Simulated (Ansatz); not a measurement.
**Telling isomers of ClFGeH3Si+ apart by their spectra**

These gas-phase data were calculated for one isomer of ClFGeH3Si+ at PBE0-D3(BJ)/pcseg-1 (harmonic, unscaled wavenumbers; equilibrium rotational constants with average atomic masses):

| Property | Result |
| --- | --- |
| rotational constants | 4.592, 1.713, 1.268 GHz |
| all wavenumbers above 1500 cm⁻¹ | 2344, 2333, 2291 |

Candidates:

(1) `[F][Ge+]([SiH3])[Cl]`, a singlet
(2) `F[SiH2][GeH+][Cl]`, a singlet

Question: Assign the data to one candidate and say why.

Answer: Candidate (1). No mode falls between 1900 and 2250 cm⁻¹, where the Ge–H stretch of (2) would stand.

The same quantities for all candidates:

|  | rotational constants (GHz) | wavenumbers above 1500 cm⁻¹ | E above the lowest, PBE0-D3(BJ)/pcseg-1 (kcal/mol) |
| --- | --- | --- | --- |
| (1) | 4.592, 1.713, 1.268 | 2344, 2333, 2291 | 10.6 |
| (2) | 7.913, 1.22, 1.071 | 2352, 2317, 2184 | 0.0 |

Harmonic stretches to hydrogen usually lie a few per cent above observed fundamentals. Each candidate is one conformer. Programs: Ansatz 0.2.0.
